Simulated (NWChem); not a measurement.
System: AlP$_{2}$H$_{5}$; SMILES [PH2][AlH][PH2]

Here is an NWChem input.

```
start job
memory heap 200 mb stack 900 mb global 1100 mb
geometry units angstroms noautosym nocenter noautoz
  Al    -0.549064    -0.017987     0.189951
  H     -1.904158    -0.085378     1.021546
  P      0.372588    -1.991535    -0.643053
  H      0.243944    -2.693058     0.595267
  H      1.731560    -1.607027    -0.430188
  P      0.257636     2.057504    -0.503230
  H      1.636531     1.737148    -0.313273
  H      0.090459     2.663988     0.779888
end
basis spherical
  Al library def2-svp
  H library def2-svp
  P library def2-svp
end
dft
  xc pbe0
  iterations 150
end
property
  efieldgrad
end
task dft property
```

All runs use the structure optimised with PBE0/def2-SVP.

Vzz is the largest principal value of the second derivative of the potential at the nucleus (NWChem prints the opposite sign); η is the asymmetry. Non-relativistic.

Atoms are numbered as in the input.

Problem. Predict the main results of this run. (PBE0/def2-SVP.) Quantities: Vzz Al1 (a.u.); η Al1.

Solution. 
| Property | Result |
|---|---|
| Vzz Al1 (a.u.) | 1.025 |
| η Al1 | 0.26 |
